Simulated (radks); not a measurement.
Spherical quantum dot in the effective-mass picture: electrons in a parabolic well V = omega^2 r^2 / 2 with omega = 4.31, with a point charge +1 (a donor) at the centre, all in effective atomic units (hartree* = m*/eps^2 hartree, bohr* = eps/m* bohr), one dielectric constant everywhere. Calculated with a radial shooting solver with Libxc functionals: non-relativistic Kohn-Sham, PBE, spin-polarised, spherical densities. Levels are named by radial order and angular momentum (1s, 1p, 1d, 2s, ...), and open shells are averaged over m.

N = 25, configuration 1s2 1p6 1d10 2s2 1f(up 5, down 0). This is the lowest configuration that the search found. Occupied and some empty levels:

level    occupation  eigenvalue (hartree*)  <r> (bohr*)
1s up             1                 29.772       0.6327
1s down           1                 29.819       0.6262
1p up             3                 32.896       0.8760
1p down           3                 33.005       0.8700
2s up             1                 35.593       0.9167
2s down           1                 35.715       0.9182
1d up             5                 35.856        1.032
1d down           5                 36.004        1.028
1f up             5                 38.932        1.153
1f down           0                 39.101        1.152
2p up             0                 39.250        1.043
2p down           0                 39.362        1.046
1g up             0                 42.149        1.255
1g down           0                 42.324        1.256
2d up             0                 42.726        1.162
2d down           0                 42.832        1.165

Energy (hartree*): total 604.282, kinetic 129.61, external 214.34, Hartree 286.26, exchange-correlation -25.924.
